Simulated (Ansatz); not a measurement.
`F[SiH2][GaH2]` + `O[SiH2]O[SiH2]S` → `O[SiH2]O[SiH2]F` + `S[SiH2][GaH2]`  (redistribution)

Gas-phase electronic energies from Ansatz, PBE0-D4/def2-TZVP geometries. CCSD(T)/CBS adds triple-zeta CCSD(T) − MP2 to the extrapolated MP2 energy (def2 sets, frozen cores). For Ga outer-core shells are correlated without core-valence functions, which leaves a few kJ/mol of doubt a bond. Scalar relativity is left out up to krypton. One conformer a species, not always the lowest.

`F[SiH2][GaH2]`:

Z-matrix (Å, degrees):
```
Si
Ga 1 2.418
F 1 1.610 2 111.9
H 1 1.490 2 111.5 3 -120.0
H 1 1.490 2 111.5 3 120.0
H 2 1.573 1 118.5 3 180.0
H 2 1.569 1 122.6 3 -0.0
```

`O[SiH2]O[SiH2]S`:

```xyz
11

O     1.868    0.206   -0.967
Si    0.687    1.315   -0.737
O    -0.750    0.602   -0.382
Si   -1.362   -0.491    0.659
S     0.104   -1.926    1.277
H     2.049   -0.382   -0.230
H     1.021    2.229    0.385
H     0.537    2.037   -2.015
H    -2.489   -1.178   -0.009
H    -1.781    0.160    1.921
H     0.116   -2.574    0.099
```

`O[SiH2]O[SiH2]F`:

```xyz
10

O     2.031   -1.192    0.440
Si    0.910   -0.731   -0.658
O    -0.042    0.462   -0.068
Si   -1.477    0.916    0.526
F    -2.332    1.589   -0.638
H     2.762   -0.601    0.623
H     0.095   -1.935   -0.922
H     1.554   -0.192   -1.879
H    -2.239   -0.257    1.008
H    -1.264    1.940    1.568
```

`S[SiH2][GaH2]`:

```xyz
8

S    -0.054   -2.133    0.140
Si   -1.007   -0.194    0.015
Ga    0.897    1.251    0.224
H     0.752   -1.937   -0.917
H    -1.820   -0.079   -1.228
H    -1.935   -0.198    1.176
H     1.921    1.291   -0.971
H     1.246    1.999    1.560
```

```json
{"species": "`F[SiH2][GaH2]`", "CCSD(T)/CBS(def2) energy (Eh)": "-2315.24935"}
{"species": "`O[SiH2]O[SiH2]S`", "CCSD(T)/CBS(def2) energy (Eh)": "-1130.06628"}
{"species": "`O[SiH2]O[SiH2]F`", "CCSD(T)/CBS(def2) energy (Eh)": "-831.52000"}
{"species": "`S[SiH2][GaH2]`", "CCSD(T)/CBS(def2) energy (Eh)": "-2613.80410"}
```

Question: Work out ΔE.

Answer: ΔE = (-831.52000) + (-2613.80410) − (-2315.24935) − (-1130.06628) = -0.00847 Eh = -0.23 eV.

Largest T1 diagnostic among the species: 0.013.

The D4 term adds +0.03 eV with B3LYP and +0.02 eV with PBE0; it sums over pairs of atoms, weighted by their polarisabilities, and B3LYP, whose exchange is more repulsive, gets the larger term. Leaving LDA and LC-ωPBE aside and taking each functional with its dispersion term where it has one, the values, not all of them listed here, spread over 0.06 eV, from PBE-QIDH to ωB97X-V.

B3LYP here is the variant with VWN-RPA as its local correlation; programs differ in this.
